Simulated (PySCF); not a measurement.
**Dipole response of Kr⁺ (krypton, charge +1)**

[Ar] 3d10 4s2 4p5, 2P determinant. Computed with PySCF 2.14 in def2-QZVPPD (12s8p5d4f1g, 98 functions), with no relativity, point nucleus. Coupled (time-dependent) response in atomic units; α is the mean over directions.

```tsv
method	mean α (bohr³)	α xx, yy, zz	C₆ (like pair)	S(−4)
wB97M-V	10.97	10.62, 11.14, 11.14	67.57	22.79
```

S(−4) is the Cauchy moment in α(ω) = α(0) + S(−4) ω² + …

Spin-orbit coupling is absent.

α(iu) at wB97M-V:

| u (hartree) | α(iu) (bohr³) |
| --- | --- |
| 0 | 10.97 |
| 0.0500 | 10.91 |
| 0.100 | 10.74 |
| 0.200 | 10.14 |
| 0.300 | 9.283 |
| 0.500 | 7.388 |
| 0.750 | 5.385 |
| 1.00 | 3.971 |
| 1.50 | 2.348 |
| 2.00 | 1.545 |
| 3.00 | 0.8366 |
| 5.00 | 0.3909 |

A single London oscillator, α(iu) = α/(1 + u²/ω²), gives C₆ = (3/4) ω α². Matching the computed C₆ needs ω = 4 × 67.57 / (3 × 10.97²) = 0.749 hartree.

For an ion, C₆ is the dispersion term alone; charge-induced terms of lower order in 1/R come first.

The components differ because the open shell of this determinant is not spherical; for a pure term their mean is the scalar polarisability.
